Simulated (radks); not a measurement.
Zr IX, 32 electrons, occupied as [Ar] 3d10 4s2 4p2. Method: Dirac Kohn-Sham, PBE, spin-unpolarised, spherical densities, point nucleus; open shells fill j = l - 1/2 first; computed with a radial shooting solver on a logarithmic mesh with Libxc functionals.

Normalised radial functions P(r) = r R(r) (large component), r in bohr:

r	3p1/2
0.002384	0.0079
0.002688	0.0094
0.003055	0.0115
0.003472	0.0140
0.003946	0.0171
0.004485	0.0210
0.005097	0.0258
0.005793	0.0317
0.006584	0.0391
0.007483	0.0481
0.008505	0.0593
0.009589	0.0720
0.0109	0.0885
0.01239	0.1086
0.01408	0.1329
0.016	0.1622
0.01819	0.1970
0.02067	0.2383
0.02349	0.2864
0.0267	0.3418
0.03035	0.4046
0.03449	0.4742
0.03889	0.5446
0.0442	0.6231
0.05023	0.7016
0.05709	0.7752
0.06489	0.8374
0.07375	0.8798
0.08382	0.8928
0.09526	0.8661
0.1083	0.7895
0.1231	0.6551
0.1387	0.4728
0.1577	0.2197
0.1792	-0.0849
0.2037	-0.4234
0.2315	-0.7703
0.2631	-1.0940
0.2991	-1.3614
0.3399	-1.5429
0.3863	-1.6192
0.4391	-1.5851
0.499	-1.4516
0.5626	-1.2581
0.6395	-1.0104
0.7268	-0.7547
0.826	-0.5216
0.9388	-0.3313
1.067	-0.1917
1.213	-0.0999
1.378	-0.0462
1.567	-0.0187
1.78	-0.0065
2.007	-0.0021
2.282	-0.0005
2.593	-0.0001
2.947	0.0000
3.35	0.0000
3.807	0.0000

3p1/2: eigenvalue -454.63 eV, 1 radial node at r = 0.173 bohr, <r> = 0.453 bohr, 90 % of the charge inside 0.686 bohr.
